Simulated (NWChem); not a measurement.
Molecule: C$_{2}$H$_{8}$Si$_{2}$; SMILES C1C[SiH2][SiH2]1

```xyz
12

C      0.7436    -0.2468     1.2345
C     -0.7436     0.2468     1.2345
Si    -1.1694    -0.0711    -0.6192
Si     1.1694     0.0711    -0.6192
H      0.7799    -1.3279     1.4198
H      1.3721     0.2336     1.9927
H     -0.7799     1.3279     1.4198
H     -1.3721    -0.2336     1.9927
H     -2.0780     0.8983    -1.2966
H     -1.7027    -1.4446    -0.8539
H      1.7027     1.4446    -0.8539
H      2.0780    -0.8983    -1.2966
```
Atoms are numbered in this order, from 1.

All runs: NWChem. Geometry: optimised at B3LYP/6-31G* (spherical d).

### Question
Predict the results for B3LYP/def2-TZVP. Quantities: highest occupied level (eV); orbital gap (eV); dipole (D).

### Answer
```yaml
highest occupied level (eV): -7.24
orbital gap (eV): 7.09
dipole (D): 0.63
```
